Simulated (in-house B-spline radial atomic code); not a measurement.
Configurations of the ytterbium ion Yb³⁺, with energies counted from [Xe] 4f13. All numbers are computed (scalar-relativistic (X2C) r2SCAN0, spin-polarised, spherical fractional occupations; Fermi nucleus of rms radius 5.3108 fm) with a B-spline radial code for spherical atoms, not measured. Shells without spins written out take the highest spin.

Caution: exact exchange at fractional occupations of open shells leaves self-interaction of up to several eV.

Occupations are held fixed; configurations that lie above the ionisation limit could autoionise.

```csv
configuration,E - E(ref) (eV),highest orbital,its <r> (bohr)
[Xe] 4f12 5d1,15.752,5d up,1.969
[Xe] 4f12 6p1,24.062,6p up,3.388
[Kr] 4d10 4f13 5s2 5p5 6s1,36.03,6s up,2.836
[Kr] 4d10 4f13 5s2 5p5 6f1,57.402,6f up,7.742
[Kr] 4d9 4f13 5s2 5p6 5d1,199.26,5d up,1.966
"[Kr] 4d(5 up, 4 down) 4f(6 up, 7 down) 5s2 5p6 6s(1 up, 0 down)",202.29,6s up,2.821
```

(1) Order these further configurations by energy, lowest first.
A. [Kr] 4d9 4f13 5s2 5p6 6d1
B. [Xe] 4f12 6f1
C. [Xe] 4f(5 up, 7 down) 6d(1 up, 0 down)
D. [Kr] 4d(5 up, 4 down) 4f(7 up, 6 down) 5s2 5p6 6d(0 up, 1 down)
E. [Kr] 4d(4 up, 5 down) 4f(6 up, 7 down) 5s2 5p6 5f(0 up, 1 down)

(2) How far above the reference does [Kr] 4d9 4f13 5s2 5p6 6s1 lie?

(3) How far above the reference does [Kr] 4d10 4f13 5s2 5p5 6p1 lie?

## Answers

(1) C (31.93 eV), B (38.542 eV), A (215.39 eV), D (215.43 eV), E (217.46 eV).

(2) 200.49 eV; its least bound orbital is 6s up with <r> = 2.815 bohr.

(3) 43.044 eV; its least bound orbital is 6p up with <r> = 3.412 bohr.
